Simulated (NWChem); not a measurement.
All runs are NWChem calculations. System: Cl4Ge, charge 0, spin multiplicity 1, at a geometry optimised with PBE0/def2-SVP. The structure started from a generated list of species. Level: B3LYP/def2-TZVP, VWN1-RPA local correlation.

Output (cleaned and shortened):

```
             Northwest Computational Chemistry Package (NWChem) 7.3.0
             --------------------------------------------------------

                                NWChem Input Module
                                -------------------

 Scaling coordinates for geometry "geometry" by  1.889725989
 (inverse scale =  0.529177249)

 Turning off AUTOSYM since
 SYMMETRY directive was detected!

                             Geometry "geometry" -> ""
                             -------------------------

 Output coordinates in angstroms (scale by  1.889725989 to convert to a.u.)

  No.       Tag          Charge          X              Y              Z
 ---- ---------------- ---------- -------------- -------------- --------------
    1 Cl                  17.0000     1.73666600     0.00000000    -1.22761900
    2 Ge                  32.0000     0.00000000     0.00000000     0.00003200
    3 Cl                  17.0000    -1.73666600     0.00000000    -1.22761900
    4 Cl                  17.0000     0.00000000    -1.73666200     1.22758900
    5 Cl                  17.0000     0.00000000     1.73666200     1.22758900

 Effective nuclear repulsion energy (a.u.)     805.6463843240

            Nuclear Dipole moment (a.u.)
            ----------------------------
        X                 Y               Z
 ---------------- ---------------- ----------------
     0.0000000000     0.0000000000     0.0000075589

      Symmetry information
      --------------------

 Group name             C2v
 Group number             16
 Group order               4
 No. of unique centers     3

      Symmetry unique atoms

     1    2    4


 Summary of "ao basis" -> "" (spherical)
 ------------------------------------------------------------------------------
       Tag                 Description            Shells   Functions and Types
 ---------------- ------------------------------  ------  ---------------------
 *                         def2-tzvp                  on all atoms

                                 NWChem DFT Module
                                 -----------------

 Summary of "ao basis" -> "ao basis" (spherical)
 ------------------------------------------------------------------------------
       Tag                 Description            Shells   Functions and Types
 ---------------- ------------------------------  ------  ---------------------
 Cl                        def2-tzvp                13       37   5s5p2d1f
[...]
 Vector   49  Occ=2.000000D+00  E=-3.439352D-01  Symmetry=b1
              MO Center=  1.2D-13, -5.9D-11, -6.0D-01, r^2= 5.3D+00
   Bfn.  Coefficient  Atom+Function         Bfn.  Coefficient  Atom+Function
  ----- ------------  ---------------      ----- ------------  ---------------
    17      0.281069  1 Cl pz               102     -0.281069  3 Cl pz
    15      0.198589  1 Cl px               100      0.198589  3 Cl px
   137     -0.198805  4 Cl px               174     -0.198805  5 Cl px
    20      0.182093  1 Cl pz               105     -0.182093  3 Cl pz
    14      0.135035  1 Cl pz                99     -0.135035  3 Cl pz

 Vector   50  Occ=2.000000D+00  E=-3.439304D-01  Symmetry=a2
              MO Center=  5.6D-16,  5.8D-11, -4.8D-04, r^2= 5.6D+00
   Bfn.  Coefficient  Atom+Function         Bfn.  Coefficient  Atom+Function
  ----- ------------  ---------------      ----- ------------  ---------------
    16      0.281089  1 Cl py               101     -0.281089  3 Cl py
   137      0.280988  4 Cl px               174     -0.280988  5 Cl px
    19      0.182105  1 Cl py               104     -0.182105  3 Cl py
   140      0.182038  4 Cl px               177     -0.182038  5 Cl px
    13      0.135044  1 Cl py                98     -0.135044  3 Cl py

 Vector   51  Occ=0.000000D+00  E=-9.869147D-02  Symmetry=a1
              MO Center= -2.9D-14,  3.2D-14, -2.1D-05, r^2= 5.0D+00
   Bfn.  Coefficient  Atom+Function         Bfn.  Coefficient  Atom+Function
  ----- ------------  ---------------      ----- ------------  ---------------
    43      0.892353  2 Ge s                 42      0.713570  2 Ge s
    41     -0.287267  2 Ge s                 18      0.245145  1 Cl px
   103     -0.245145  3 Cl px               141     -0.245150  4 Cl py
   178      0.245150  5 Cl py                40     -0.211084  2 Ge s
     5     -0.204637  1 Cl s                 90     -0.204637  3 Cl s

 Vector   52  Occ=0.000000D+00  E= 9.890930D-04  Symmetry=a1
              MO Center=  6.8D-12, -3.9D-12,  8.2D-05, r^2= 4.5D+00
   Bfn.  Coefficient  Atom+Function         Bfn.  Coefficient  Atom+Function
  ----- ------------  ---------------      ----- ------------  ---------------
    58      0.922461  2 Ge pz                55      0.526637  2 Ge pz
    18     -0.299049  1 Cl px               103      0.299049  3 Cl px
   141     -0.299081  4 Cl py               178      0.299081  5 Cl py
     5      0.221247  1 Cl s                 78      0.221329  2 Ge d  2
    90      0.221247  3 Cl s                127     -0.221275  4 Cl s

 Vector   53  Occ=0.000000D+00  E= 1.047572D-03  Symmetry=b1
              MO Center= -6.8D-12,  4.5D-14,  8.1D-02, r^2= 4.5D+00
   Bfn.  Coefficient  Atom+Function         Bfn.  Coefficient  Atom+Function
  ----- ------------  ---------------      ----- ------------  ---------------
    56      0.922606  2 Ge px                53      0.526654  2 Ge px
     5     -0.313036  1 Cl s                 90      0.313036  3 Cl s
    20     -0.299118  1 Cl pz               105      0.299118  3 Cl pz
   140     -0.256997  4 Cl px               177     -0.256997  5 Cl px
    77     -0.221487  2 Ge d  1              47     -0.196195  2 Ge px

 center of mass
 --------------
 x =   0.00000000 y =   0.00000000 z =   0.00000236

 moments of inertia (a.u.)
 ------------------
        1506.009219771298           0.000000000000           0.000000000000
           0.000000000000        1506.012689654097           0.000000000000
           0.000000000000           0.000000000000        1506.505135482277

     Multipole analysis of the density
     ---------------------------------

     L   x y z        total         alpha         beta         nuclear
     -   - - -        -----         -----         ----         -------
     0   0 0 0     -0.000000    -50.000000    -50.000000    100.000000

     1   1 0 0     -0.000000     -0.000000     -0.000000      0.000000
     1   0 1 0     -0.000000     -0.000000     -0.000000      0.000000
     1   0 0 1      0.000182      0.000087      0.000087      0.000008

     2   2 0 0    -50.173033   -208.182660   -208.182660    366.192287
     2   1 1 0      0.000000      0.000000      0.000000      0.000000
     2   1 0 1      0.000000      0.000000      0.000000      0.000000
     2   0 2 0    -50.172229   -208.181414   -208.181414    366.190600
     2   0 1 1     -0.000000     -0.000000     -0.000000      0.000000
     2   0 0 2    -50.172550   -208.061875   -208.061875    365.951199

 Task  times  cpu:       15.0s     wall:       15.0s

 Total times  cpu:       15.1s     wall:       15.1s
```

Task: Write an NWChem input that would produce this output.

Result: Several could match; the one computed here: 
```
start mol
memory heap 200 mb stack 900 mb global 1100 mb
geometry units angstroms nocenter noautoz
  Cl     1.736666     0.000000    -1.227619
  Ge     0.000000     0.000000     0.000032
  Cl    -1.736666     0.000000    -1.227619
  Cl     0.000000    -1.736662     1.227589
  Cl     0.000000     1.736662     1.227589
  symmetry group C2v
end
basis spherical
  * library def2-tzvp
end
dft
  xc b3lyp
  semidirect memsize 60000000 filesize 0
  iterations 100
end
task dft energy
```
